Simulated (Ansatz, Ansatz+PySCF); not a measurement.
```yaml
atoms:
  - { symbol: Mg, position_ang: [0.0000, 0.0000, 0.0000] }
  - { symbol: Al, position_ang: [0.9929, 1.3239, 2.8664] }
```

Basis set: STO-3G (spherical functions). Left uncorrelated: 6 orbitals. Charge 0, multiplicity 4.

Computed with Ansatz (development build ahead of 0.2.0); the reference of a correlated method needn't be the lowest determinant of its kind.

Task: Give the atomization energy at this shape (free ground-state atoms in the same class of orbitals less the molecule, no zero-point energy) of quartet AlMg by UHF-CCSD(T), UHF-CCSD, full CI (lowest root of this spin).

Result:

```json
{"method": "UHF-CCSD(T)", "atomization energy": "-4.50 eV"}
{"method": "UHF-CCSD", "atomization energy": "-4.52 eV"}
{"method": "full CI (lowest root of this spin)", "atomization energy": "-4.51 eV"}
```

Caution: the molecule lies well above its atoms at this level; the shape is not the minimum. Caution for UHF-CCSD(T), UHF-CCSD: a plain start can end on a higher determinant; large amplitudes, a single reference is doubtful; the reference determinant was not shown to be the lowest.

This basis has no polarisation functions and is too small for such energies, which can lie far from measured ones in either direction.
